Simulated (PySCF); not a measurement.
Molecule: `InChI=1S/C8H8S/c1-2-7-5-3-4-6-8(7)9/h2-6,9H,1H2`.

Bonds (- single, = double, # triple, : aromatic): C1=C2, C2-C3, C3:C4, C4:C5, C5:C6, C6:C7, C7:C8, C8-S9, C8:C3. C1 carries H10, H11; C2 carries H12; C4 carries H13; C5 carries H14; C6 carries H15; C7 carries H16; S9 carries H17. H11 is cis to C3; H10 is trans to C3.

Frames of a GFN2-xTB Langevin trajectory at 600 K; GIAO PBE0/pcSseg-1 shieldings in PySCF, gas phase, non-relativistic; equivalent atoms averaged within each frame.

Scale: 13C (σ = 186.93 ppm) and 1H (σ = 31.72 ppm) against TMS; CS2 for 33S (σ = 503.73 ppm) (reference shieldings calculated alike). The references are static minima.

Question: How do the shifts (ppm) fluctuate along the trajectory?

Answer: 
```tsv
time (fs)	C3	C2	C8	C6	C4	C7	C5	C1	S9	H15
optimised geometry	140.6	144.4	140.5	133.9	133.8	132.9	130.1	125.1	-34	7.49
250	151.0	146.4	145.9	143.5	138.4	131.0	128.8	123.6	2	7.94
425	153.5	164.4	149.2	136.5	139.1	140.0	139.7	143.0	38	7.37
625	144.0	147.5	147.0	129.2	136.7	141.4	136.3	126.0	-21	6.80
800	144.8	162.5	132.9	133.8	133.4	140.8	136.5	128.5	57	7.69
1000	140.0	153.6	132.8	131.1	126.4	153.5	138.2	131.8	-25	7.03
mean of frames	146.7	154.9	141.6	134.8	134.8	141.3	135.9	130.6	10	7.37
standard deviation	5.5	8.3	8.0	5.6	5.2	8.0	4.2	7.6	36	0.46
```

5 frames give an uncertainty of the mean of about the standard deviation over 2.2 at best, since frames this close in time may not be independent; classical motion lacks zero-point vibration, and the reference would need the same averaging.
